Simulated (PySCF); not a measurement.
C2H5FZn, SMILES C[CH2][Zn][F]. Atoms are numbered in the order given.

```xyz
9

Zn     0.1008    -0.4761     0.0000
F     -0.3470    -2.1720     0.0000
C      0.6066     1.4014     0.0000
C     -0.5674     2.3880     0.0000
H      1.2507     1.5637    -0.8812
H      1.2507     1.5637     0.8812
H     -1.2112     2.2669     0.8864
H     -1.2112     2.2669    -0.8864
H     -0.2138     3.4342     0.0000
```
Charge 0, spin multiplicity 1.

Geometry: B3LYP-D3(BJ)/def2-SVP. The structure was generated by enumeration; whether it is a known compound was not checked. Other conformers were not sampled.

Computed with TDDFT-ωB97X/def2-SVPD run with PySCF 2.14.0.

Vertical excitations. Isolated molecule, no solvent. State labels are in the subgroup Cs.

```tsv
state	symmetry	energy (eV)	λ (nm)	f	main pairs
S1	A'	6.88	180	0.184	HOMO→LUMO 87 %
S2	A'	7.17	173	0.139	HOMO→LUMO+1 89 %
S3	A"	7.25	171	0.064	HOMO→LUMO+2 96 %
S4	A"	8.09	153	0.024	HOMO−1→LUMO 49 %, HOMO−3→LUMO 39 %
S5	A'	8.11	153	0.026	HOMO−2→LUMO 87 %
S6	A"	8.73	142	0.002	HOMO−1→LUMO+1 31 %, HOMO−1→LUMO 28 %, HOMO−3→LUMO 26 %, HOMO−3→LUMO+1 5 %
S7	A'	8.77	141	0.073	HOMO→LUMO+3 68 %
S8	A"	8.82	141	0.005	HOMO−3→LUMO+1 32 %, HOMO−1→LUMO+1 26 %, HOMO−3→LUMO 21 %, HOMO−1→LUMO 11 %
S9	A'	8.85	140	0.000	HOMO−2→LUMO+1 52 %, HOMO−1→LUMO+2 21 %, HOMO−3→LUMO+2 18 %
S10	A"	8.89	140	0.000	HOMO−2→LUMO+2 92 %
T1	A'	5.94	209	0	HOMO→LUMO 89 %
T2	A'	6.77	183	0	HOMO→LUMO+1 92 %
T3	A"	6.89	180	0	HOMO→LUMO+2 92 %
T4	A"	7.84	158	0	HOMO−1→LUMO 45 %, HOMO−3→LUMO 41 %
```
Triplets are in the Tamm–Dancoff approximation, which puts them higher than full response would, so one can lie above its singlet here.
